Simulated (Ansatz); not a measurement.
Stepwise reaction of `F[Si]([SiH3])([SiH3])Cl` with ammonia, as a gas-phase model of exchange steps in deposition or etching. ΔE in kJ/mol; ΔG adds harmonic PBE0-D4 terms to CCSD(T)/CBS, at 1 bar.

Program: Ansatz. Geometries: PBE0-D4/def2-TZVP. ΔE: electronic, gas phase. CBS: MP2 limit from def2 TZ/QZ plus the TZ coupled-cluster correction, frozen cores. This one scheme is used for every species. Functionals use def2-TZVPP. B3LYP here is the variant with VWN-RPA as its local correlation; programs differ in this. One conformer a species, not always the lowest.

```
step                                                       reaction  PBE-D4  B3LYP-D4  ωB97M-V  CCSD(T)/CBS  ΔG(400 K)
   1  `F[Si]([SiH3])([SiH3])Cl` + NH₃ → `N[Si](F)([SiH3])Cl` + SiH₄   -54.4     -71.8    -78.9        -72.9      -74.6
   2            `N[Si](F)([SiH3])Cl` + NH₃ → `N[Si](N)(F)Cl` + SiH₄   -66.6     -84.6    -92.7        -86.8      -82.9
```

(1) By hand: ΔE of the 2 steps together at CCSD(T)/CBS.

Answers

(1) (-72.9) + (-86.8) = -159.7 kJ/mol, or -79.8 kJ/mol a step.

In ΔE each step is lower than the one before. All are downhill at CCSD(T)/CBS. ΔG lies between -82.9 and -74.6 kJ/mol a step. PBE-D4 differs from CCSD(T)/CBS by 18.5 to 20.2 kJ/mol a step. Isolated molecules leave out the surface, adducts and barriers. Largest T1 diagnostic: 0.013.
